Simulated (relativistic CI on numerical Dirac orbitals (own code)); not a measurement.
**Level scheme of Hg32+**

These numbers are calculated, not measured: Dirac-Coulomb-Breit CI, separate exchange-only KLI orbitals for each configuration, model QED (radiative potential, 1s self-energy scaled to tabulated hydrogen-like ionisation energies), unscaled Slater integrals (own radial code, finite nucleus).

Configuration list (outside the closed core [Ar] 3d10): 4s2 4p6 4d10 4f2, 4s2 4p6 4d9 4f3, 4s2 4p6 4d10 4f 5s, 4s2 4p6 4d10 4f 5p, 4s2 4p5 4d10 4f3, 4s2 4p6 4d10 5s2, 4s2 4p6 4d10 5s 5p, 4s2 4p6 4d10 4f 5d, 4s 4p6 4d10 4f3, 4s2 4p6 4d10 5p2, 4s2 4p6 4d10 5s 5d, 4s2 4p6 4d9 4f2 5s, 4s2 4p6 4d10 4f 5f, 4s2 4p6 4d10 5p 5d, 4s2 4p6 4d9 4f2 5p, 4s2 4p6 4d10 4f 5g, 4s2 4p6 4d10 4f 6s, 4s2 4p6 4d10 5d2, 4s2 4p6 4d10 4f 6p, 4s2 4p6 4d10 4f 6d, 4s2 4p5 4d10 4f2 5s, 4s2 4p6 4d10 4f 6g, 4s2 4p6 4d10 4f 7s, 4s 4p6 4d10 4f 5s2, 4s 4p6 4d10 4f 5p2. Double excitations out of closed p, d and f shells are left out; levels of such configurations are missing from the list, as are those of other unlisted configurations, and high levels can miss mixing partners.

The lowest level is 4s2 4p6 4d10 4f2 3H_4, with 85 % of that term; Hund's rules for 4s2 4p6 4d10 4f2 give 3H with J = 4, in agreement.

```tsv
No.	Configuration	Term	J	E (cm⁻¹)	%	Next component (%)	Lifetime (s)	jj configuration (%)
1	4s2 4p6 4d10 4f2	3H	4	0	85	14 1G		4f5/2^2 (98)
2	4s2 4p6 4d10 4f2	3F	2	24955	82	17 1D	1.74e+02	4f5/2^2 (91)
3	4s2 4p6 4d10 4f2	3H	5	45332	100		4.78e-04	4f5/2 4f7/2 (100)
4	4s2 4p6 4d10 4f2	1G	4	60516	46	41 3F	1.21e-03	4f5/2 4f7/2 (98)
5	4s2 4p6 4d10 4f2	3F	3	61518	100		9.09e-04	4f5/2 4f7/2 (100)
6	4s2 4p6 4d10 4f2	3H	6	79854	85	15 1I	1.28e-03	4f5/2 4f7/2 (50)
7	4s2 4p6 4d10 4f2	3P	0	95623	88	12 1S	2.92e-01	4f5/2^2 (87)
8	4s2 4p6 4d10 4f2	1D	2	101157	46	39 3P	5.06e-04	4f5/2 4f7/2 (85)
9	4s2 4p6 4d10 4f2	3F	4	111851	57	40 1G	3.27e-04	4f7/2^2 (100)
10	4s2 4p6 4d10 4f2	3P	1	120400	100		1.80e-03	4f5/2 4f7/2 (100)
11	4s2 4p6 4d10 4f2	1I	6	128422	85	15 3H	4.16e-04	4f7/2^2 (50)
12	4s2 4p6 4d10 4f2	3P	2	157128	59	37 1D	2.89e-04	4f7/2^2 (93)
13	4s2 4p6 4d10 4f2	1S	0	246627	88	12 3P	7.79e-05	4f7/2^2 (87)
14	4s2 4p6 4d10 4f 5s	3F°	2	1716290	99		6.13e-07	4f5/2 5s (99)
15	4s2 4p6 4d10 4f 5s	3F°	3	1720177	66	33 1F°	4.51e-07	4f5/2 5s (98)
16	4s2 4p6 4d10 4f 5s	3F°	4	1766586	99		6.37e-07	4f7/2 5s (99)
17	4s2 4p6 4d10 4f 5s	1F°	3	1772920	66	33 3F°	1.40e-07	4f7/2 5s (98)
18	4s2 4p6 4d9 4f3	5H°	3	1815167	47	32 5G°	2.57e-09	4d5/2^5 4f5/2^3 (76)
19	4s2 4p6 4d9 4f3	5H°	4	1816596	41	15 3G°	4.24e-09	4d5/2^5 4f5/2^3 (81)
20	4s2 4p6 4d9 4f3	5G°	2	1821714	88	11 3F°	1.24e-08	4d5/2^5 4f5/2^3 (73)
21	4s2 4p6 4d9 4f3	5H°	5	1833779	31	28 5I°	3.90e-09	4d5/2^5 4f5/2^3 (65)
22	4s2 4p6 4d9 4f3	5F°	2	1847351	26	25 5D°	2.14e-09	4d5/2^5 4f5/2^3 (77)
23	4s2 4p6 4d9 4f3	5K°	6	1852890	29	22 5I°	1.74e-08	4d5/2^5 4f5/2^3 (67)
24	4s2 4p6 4d9 4f3	5D°	1	1854084	44	19 5F°	8.39e-10	4d5/2^5 4f5/2^3 (75)
25	4s2 4p6 4d9 4f3	3L°	7	1855041	34	32 5L°	4.26e-08	4d5/2^5 4f5/2^3 (82)
26	4s2 4p6 4d9 4f3	5G°	5	1858192	25	24 5H°	1.69e-09	4d5/2^5 4f5/2^2 4f7/2 (63)
27	4s2 4p6 4d9 4f3	5D°	4	1863225	26	24 3F°	7.61e-09	4d5/2^5 4f5/2^2 4f7/2 (70)
28	4s2 4p6 4d9 4f3	5F°	3	1865568	35	34 5D°	1.99e-09	4d5/2^5 4f5/2^2 4f7/2 (84)
29	4s2 4p6 4d9 4f3	5H°	6	1868778	48	14 5I°	2.20e-08	4d5/2^5 4f5/2^2 4f7/2 (48)
30	4s2 4p6 4d9 4f3	5G°	4	1869424	40	33 3H°	5.92e-10	4d5/2^5 4f5/2^2 4f7/2 (69)
```

Energies count from the lowest computed level; ° marks odd parity; lifetimes are radiative, by E1, M1, E2, M2, E3 decay to levels of this space only. Filled j subshells are mostly left out of the jj labels.

The mean weight of the leading LS term, summed over parents, in these 30 levels is 62 %, and that of the leading jj configuration (from the same eigenvectors) 82 %, so jj coupling describes them better and the LS labels are nominal.

At this charge energies of transitions that change n are usually good to better than 1 %, and those within a shell (Δn = 0) to a few per cent. Terms inside the open d or f shell come out 10 to 20 % too wide with unscaled integrals.

Landé's interval rule says that E(J) − E(J−1) = AJ with one A. For the ground term the intervals give A = 9066.4, 5753.7 cm⁻¹ for J = 5, 6; the multiplet is regular.

LS names give the leading component of a level, which can be under half, so a name can repeat, a term be missing and a line seem to break the LS rules.
